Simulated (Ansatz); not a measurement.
C2H8GeS, SMILES `CS[CH2][GeH3]` at its PBE0-D4/def2-TZVP geometry, where that method's forces vanish. The species carries charge 0 and has multiplicity 1.

```xyz
12

C     1.0833    1.1424    1.1837
S     1.3617   -0.5732    0.7335
C    -0.3106   -1.0661    0.2759
Ge   -0.8799   -0.3972   -1.4838
H     0.3935    1.2180    2.0267
H     2.0500    1.5478    1.4843
H     0.7052    1.7261    0.3434
H    -0.3020   -2.1575    0.2368
H    -1.0144   -0.7784    1.0607
H    -0.0006   -1.0407   -2.5660
H    -0.7283    1.1315   -1.5539
H    -2.3580   -0.7527   -1.7414
```

(1) What forces (eV/Å) does ωB97M-V/def2-TZVPP give on these atoms in Ansatz 0.2.0? (An estimate is asked.)

## Answers

(1) Ansatz gave: 
```
C1  -0.047  0.163  0.035
S2   0.151 -0.091 -0.012
C3  -0.180 -0.051 -0.015
Ge4 -0.023  0.023 -0.061
H5   0.057 -0.001 -0.074
H6  -0.086 -0.019 -0.022
H7   0.032 -0.043  0.082
H8  -0.014  0.086  0.009
H9   0.057 -0.028 -0.060
H10 -0.061  0.046  0.082
H11 -0.006 -0.109  0.009
H12  0.119  0.024  0.027
```
